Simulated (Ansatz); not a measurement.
Breaking the Ge1–H2 bond in GeH2 (SMILES [GeH2]) (multiplicity 1 held, fragments rigid). Energies count from the point at 1.599 Å.
Geometry at that point (charge 0, multiplicity 1):
```xyz
3

Ge     0.0066    -0.0005     0.0658
H     -0.1232    -1.1290    -1.0600
H     -0.0886     1.1454    -1.0458
```

R- and RO- levels are restricted; in cc, def2 and unpolarised 6-31G sets they are followed outwards from rest. Unrestricted levels (U-) break spin symmetry where that is lower. Active spaces are followed from a long bond inwards. Full CI gives the lowest state of the spin. Curves can end on different states.

Cores are frozen in the correlated methods. Filled d and f shells under p-block atoms count as core.

Codes used: Ansatz (Gaussian basis) for Hartree–Fock, density functionals and correlated methods. Values without a source in brackets are computed.

Energies in kcal/mol.

```json
[
 {"R (Å)": "1.279", "U-HF/cc-pVDZ": "25.0", "R-CCSDT(Q)/cc-pVDZ": "26.9", "CASSCF(2,2)/cc-pVDZ": "28.3", "FCI/cc-pVDZ": "26.9"},
 {"R (Å)": "1.439", "U-HF/cc-pVDZ": "4.2", "R-CCSDT(Q)/cc-pVDZ": "5.2", "CASSCF(2,2)/cc-pVDZ": "6.0", "FCI/cc-pVDZ": "5.2"},
 {"R (Å)": "1.599", "U-HF/cc-pVDZ": "0.0", "R-CCSDT(Q)/cc-pVDZ": "0.0", "CASSCF(2,2)/cc-pVDZ": "0.0", "FCI/cc-pVDZ": "0.0"},
 {"R (Å)": "1.759", "U-HF/cc-pVDZ": "4.3", "R-CCSDT(Q)/cc-pVDZ": "3.1", "CASSCF(2,2)/cc-pVDZ": "2.2", "FCI/cc-pVDZ": "3.1"},
 {"R (Å)": "1.919", "U-HF/cc-pVDZ": "12.8", "R-CCSDT(Q)/cc-pVDZ": "10.2", "CASSCF(2,2)/cc-pVDZ": "8.4", "FCI/cc-pVDZ": "10.2"},
 {"R (Å)": "2.159", "U-HF/cc-pVDZ": "28.6", "R-CCSDT(Q)/cc-pVDZ": "23.4", "CASSCF(2,2)/cc-pVDZ": "20.2", "FCI/cc-pVDZ": "23.4"},
 {"R (Å)": "2.399", "U-HF/cc-pVDZ": "39.6", "R-CCSDT(Q)/cc-pVDZ": "36.0", "CASSCF(2,2)/cc-pVDZ": "31.9", "FCI/cc-pVDZ": "36.0"},
 {"R (Å)": "2.799", "U-HF/cc-pVDZ": "47.6", "R-CCSDT(Q)/cc-pVDZ": "52.3", "CASSCF(2,2)/cc-pVDZ": "47.0", "FCI/cc-pVDZ": "52.3"},
 {"R (Å)": "3.199", "U-HF/cc-pVDZ": "50.3", "R-CCSDT(Q)/cc-pVDZ": "61.7", "CASSCF(2,2)/cc-pVDZ": "55.9", "FCI/cc-pVDZ": "61.7"},
 {"R (Å)": "3.679", "U-HF/cc-pVDZ": "51.4", "R-CCSDT(Q)/cc-pVDZ": "66.6", "CASSCF(2,2)/cc-pVDZ": "60.6", "FCI/cc-pVDZ": "66.7"},
 {"R (Å)": "4.318", "U-HF/cc-pVDZ": "51.7", "R-CCSDT(Q)/cc-pVDZ": "68.5", "CASSCF(2,2)/cc-pVDZ": "62.4", "FCI/cc-pVDZ": "68.6"},
 {"R (Å)": "5.118", "U-HF/cc-pVDZ": "51.8", "R-CCSDT(Q)/cc-pVDZ": "68.9", "CASSCF(2,2)/cc-pVDZ": "62.9", "FCI/cc-pVDZ": "69.1"}
]
```

Doubts at one or more of the structures used: a spin-contaminated determinant (U-HF/cc-pVDZ); a restricted determinant that unrestricted orbitals would lower (R-CCSDT(Q)/cc-pVDZ); T1 above 0.05 (R-CCSDT(Q)/cc-pVDZ); other coupled-cluster roots lie near (R-CCSDT(Q)/cc-pVDZ).

Ansatz is a quantum-chemistry and plane-wave program.
